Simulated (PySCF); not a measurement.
[Eu(H2S)3]3+ at several levels of theory

Computed with PySCF 2.14.0 (density fitting, no spin-orbit coupling) at the geometry relaxed with TPSS:

```xyz
10
[Eu(H2S)3]3+ (singlet in the valence; each metal's 4f electrons, 6 of them, lie in its core potential, out of spins and levels)
Eu   -0.0963   -0.0621   -0.7943
S     2.6150   -0.1314    0.1964
H     3.0464   -1.4325    0.2113
H     3.4562    0.3012   -0.7958
S    -1.3214    2.5108   -0.2660
H    -1.3960    2.6978    1.0904
H    -0.3893    3.4888   -0.4983
S    -1.3905   -2.3412    0.4264
H    -2.5681   -1.9419    1.0044
H    -1.9559   -3.0896   -0.5745
```

| level | basis | state | HOMO (eV) | gap (eV) | charge on Eu1 (e) | population of f-type functions on Eu1 (polarisation alone where 4f lies in the core) | dipole about the centre of mass (D) | largest force component (eV/Å) |
| --- | --- | --- | --- | --- | --- | --- | --- | --- |
| TPSS | Eu lcecp-1-SVP with ECP52, S def2-SVP, H def2-SVP | singlet | -20.43 | 3.24 | 1.64 | 0.02 | 0.43 | 0.02 |
| r2SCAN | the same | singlet | -20.60 | 3.51 | 1.67 | 0.02 | 0.52 | 0.12 |
| TPSS | Eu lcecp-1-TZVP with ECP52, S def2-TZVP, H def2-TZVP | singlet | -20.31 | 3.30 | 1.76 | 0.03 | 0.28 | 0.25 |

In the lcecp rows the 4f levels are missing from HOMO and gap, and the state counts the valence alone.

Charges are Mulliken's, which hang on the basis. The relaxation used the grid (50, 194), these runs (75, 302) or, all-electron (x2c bases, spin-free X2C Hamiltonian), (99, 590).

Question: A further run in the first row's basis gives HOMO (eV) -20.11, gap (eV) 2.84, charge on Eu1 (e) 1.50, population of f-type functions on Eu1 (polarisation alone where 4f lies in the core) 0.02, dipole about the centre of mass (D) 0.31, largest force component (eV/Å) 0.23. Which level was it?
A. revPBE
B. CAM-B3LYP
C. BLYP

Answer: C. The others give HOMO -20.29 eV (revPBE); -22.77 eV (CAM-B3LYP).

In the first row's basis the gap widens with exact exchange: 2.8 to 3.5 eV for BLYP, revPBE, TPSS, r2SCAN (none); 7.2 eV for CAM-B3LYP (rising or full at long range).

No frequency check is given that shows the relaxed geometry to be a minimum. An lcecp potential fixes the number of 4f electrons, so in runs with it no electron can move into or out of that shell.
